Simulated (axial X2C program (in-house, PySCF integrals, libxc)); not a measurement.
RbSi⁻: properties at the nuclei

Computed with an in-house all-electron X2C program for linear molecules (integrals from PySCF): two-component X2C with atomic mean-field Coulomb and Gaunt terms, Gaussian nuclei, basis Rb dyall-acv3z, Si dyall-av3z with contracted cores.

R = 3.374 Å (near the PBE0 minimum at charge -1 of the determinant lowest at the starting distance; the state shown can have its own minimum elsewhere).

Input and command:
```json
{"zs": [37, 14], "q": -1, "bas": ["dyall-acv3z", "dyall-av3z"], "r0": 3.26, "levels": ["PBE0", "HF", "B3LYP", "LDA", "BHandHLYP"], "nst": 3}
```
```bash
python soeom.py task.json out
```

Keys: zs atomic numbers; q charge; bas basis sets; r0 starting distance in Å; levels methods; nst determinants followed.

Determinant lowest in the PBE0 search, Ω = 1 (⟨Sz⟩ = 1.00, ⟨Lz⟩ = 0.00 at PBE0), spin on the atoms Rb -0.43, Si 1.43:

```
    level  Eeff magnitude (GV/cm)  Ws magnitude Rb (kHz)  A∥/gI Rb (MHz)  qzz Rb (a.u.)  A∥/gI Si (MHz)  qzz Si (a.u.)
     PBE0                    1.19                  0.529            -206          -0.50            -119           0.00
    B3LYP                    1.24                  0.556            -265          -0.45           -74.5           0.00
      LDA                   0.983                  0.442            -266          -0.33             -60          -0.01
BHandHLYP                    1.36                  0.608            -248          -0.53           -80.1          -0.01
```

Eeff is the effective electric field on the electron electric dipole moment in this Ω state and Ws the scalar–pseudoscalar constant of the nucleus named (defined with the proton number Z and per Ω); A∥ (defined per Ω) follows by multiplying with gI = μI/(I μN); qzz is the electric field gradient, eQq0 = 234.96 MHz × Q/barn × qzz. The operators were transformed with the bare-nucleus X2C matrices; with these basis sets, hyperfine constants and field gradients can be off by tens of per cent, and where levels differ in sign neither size nor sign is settled.

(1) With gI(85Rb) = 0.5412, Q(85Rb) = 0.276 barn, gI(29Si) = -1.1106 (g factors from the IAEA table of nuclear moments by Stone; Q from Pyykkö, Mol. Phys. 2018), turn the PBE0 values of the first state into constants in MHz.

Each state is one determinant with collinear spin, which with several unpaired electrons need not be a pure state. For an anion, determinants above electron detachment, or with a positive highest level, are held by the basis set. With several open shells hyperfine constants can be off by a factor of several. In the state Ω = 1 the atomic spins oppose each other (-0.43, 1.43): a broken-symmetry determinant whose values are not spin-projected. Open-shell Ω = 0 determinants with evenly filled partner blocks cannot be reached by this program, so the Ω shown need not be the lowest component. Left out as unconverged or as another state under the same occupation: HF in at least one table. States lie within half an eV, so the first need not be the ground state. Further determinants of the search, some of them spin-mixed, are not shown. Where a field gradient or hyperfine factor spreads by more than a factor of two over the levels, a constant derived from it is not to be relied on.

Answers

(1) A∥(85Rb) = -206 × 0.5412 = -111 MHz; eQq0(85Rb) = 234.96 × (0.276) × (-0.50) = -32.4 MHz; A∥(29Si) = -119 × -1.1106 = 132 MHz.
